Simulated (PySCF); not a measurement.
Species: C6H7Cl.
SMILES with atom numbers: `[CH2:1]=[CH:2]/[CH:3]=[C:4](\[Cl:5])[CH:6]=[CH2:7]` (hydrogens: H8, H9 on C1; H10 on C2; H11 on C3; H12 on C6; H13, H14 on C7)

The calculation used LC-wPBE/def2-SV(P) geometry optimisation, gas phase in PySCF 2.14.0.

**Question.** What internal coordinates does the optimisation give?

**Answer.** 
| bond | length (bohr) | order |
| --- | --- | --- |
| C1=C2 | 2.523 | double |
| C2–C3 | 2.755 | single |
| C3=C4 | 2.537 | double |
| C4–Cl5 | 3.268 | single |
| C4–C6 | 2.772 | single |
| C6=C7 | 2.517 | double |
| C1–H8 | 2.072 | single |
| C1–H9 | 2.068 | single |
| C2–H10 | 2.068 | single |
| C3–H11 | 2.070 | single |
| C6–H12 | 2.070 | single |
| C7–H13 | 2.068 | single |
| C7–H14 | 2.068 | single |

Orders are formal, as drawn. A selection of angles:
| angle | degrees |
| --- | --- |
| C2–C1–H8 | 121.7 |
| C2–C1–H9 | 121.3 |
| H8–C1–H9 | 117.1 |
| C1–C2–C3 | 123.4 |
| C1–C2–H10 | 119.9 |
| C3–C2–H10 | 116.7 |
| C2–C3–C4 | 126.9 |
| C2–C3–H11 | 116.8 |
| C4–C3–H11 | 116.3 |
| C3–C4–Cl5 | 121.0 |
| C3–C4–C6 | 122.5 |
| Cl5–C4–C6 | 116.6 |
| C4–C6–C7 | 126.3 |
| C4–C6–H12 | 114.0 |
| C7–C6–H12 | 119.7 |
| C6–C7–H13 | 120.8 |
| C6–C7–H14 | 121.5 |
| H13–C7–H14 | 117.7 |

Dihedral angles: C1–C2–C3–C4 180° (antiperiplanar); C2–C3–C4–Cl5 0° (synperiplanar); C3–C4–C6–C7 180° (antiperiplanar).

The C–C distances run from 1.332 Å (C6=C7, drawn double) to 1.467 Å (C4–C6, drawn single), a spread of 0.135 Å. Of the pairs four or more bonds apart, Cl5···H14 is among the closest relative to their van der Waals radii: 2.67 Å, 91 % of the sum of Bondi's values. The 7 heavy atoms lie in one plane (0.001 Å rms).

Point group: Cs (every atom within 0.08 Å of its image). No LC-wPBE/def2-SV(P) frequencies stand behind this structure, so it isn't proved a minimum. The numbers are those of one conformer.

Hardware: an Arm Neoverse V1 with one thread, shared host with 32 logical CPUs at a one-minute load of 16. Cost: 49 s of wall time, 0.55 GiB resident at most. That covers the optimisation of the geometry.
